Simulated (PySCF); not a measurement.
C4H6N2OS.
Structure used (PBE0-D3(BJ)/def2-SVP), in Å, numbered top down from 1:
```
atom  x, y, z in Å
C1     2.403   -0.263   -0.314
O2     1.029   -0.572   -0.270
C3     0.191    0.387    0.102
S4     0.606    1.997    0.539
N5    -1.072    2.375    0.820
N6    -1.799    1.370    0.594
C7    -1.182    0.230    0.193
C8    -1.940   -1.018   -0.100
H9     2.600    0.556   -1.027
H10    2.924   -1.169   -0.647
H11    2.774    0.028    0.683
H12   -2.698   -0.842   -0.878
H13   -1.257   -1.805   -0.447
H14   -2.463   -1.381    0.797
```

Computed at PBE0/pcSseg-1 (PySCF, non-relativistic), with Q(17O) = −0.0256 b, Q(33S) = −0.0678 b, Q(14N) = 0.02044 b: O2, 17O (I = 5/2): χzz = -11.45 MHz, η = 0.692; S4, 33S (I = 3/2): χzz = -30.15 MHz, η = 0.673; N5, 14N (I = 1): χzz = -4.230 MHz, η = 0.999; N6, 14N (I = 1): χzz = -5.361 MHz, η = 0.171.

**Question.** Where would the pure quadrupole (NQR) lines of 17O at O2 fall for the rigid, isolated species?

**Answer.** From the eigenvalues of H = χ/[4I(2I − 1)] × [3Iz² − I(I + 1) + η(Ix² − Iy²)], steps between neighbouring levels, labelled as for η = 0: ±1/2↔±3/2 2.446 MHz, ±3/2↔±5/2 3.187 MHz (aryl ether oxygen).

**Question.** Find the zero-field quadrupole resonance frequencies of 33S at S4.

**Answer.** From ν = (|χ|/2)√(1 + η²/3): ν = 16.17 MHz (ring sulfur).

**Question.** Find the zero-field quadrupole resonance frequencies of 14N at N5.

**Answer.** From ν± = (3/4)|χ|(1 ± η/3) and ν0 = |χ|η/2: ν+ 4.229 MHz, ν− 2.116 MHz, ν0 2.113 MHz (pyridine-type nitrogen).

**Question.** Find the zero-field quadrupole resonance frequencies of 14N at N6.

**Answer.** From ν± = (3/4)|χ|(1 ± η/3) and ν0 = |χ|η/2: ν+ 4.250 MHz, ν− 3.791 MHz, ν0 0.459 MHz (pyridine-type nitrogen).

In a crystal, neighbours and librations shift these lines. With a basis this small, the couplings can be 20 % off.

These values come from a run that also computed NMR shieldings. Hardware: an Arm Neoverse V2 with one thread, no GPU, on a shared host. Cost: 18 s of wall time, 0.93 GiB resident at most.

One conformer stands for the species.
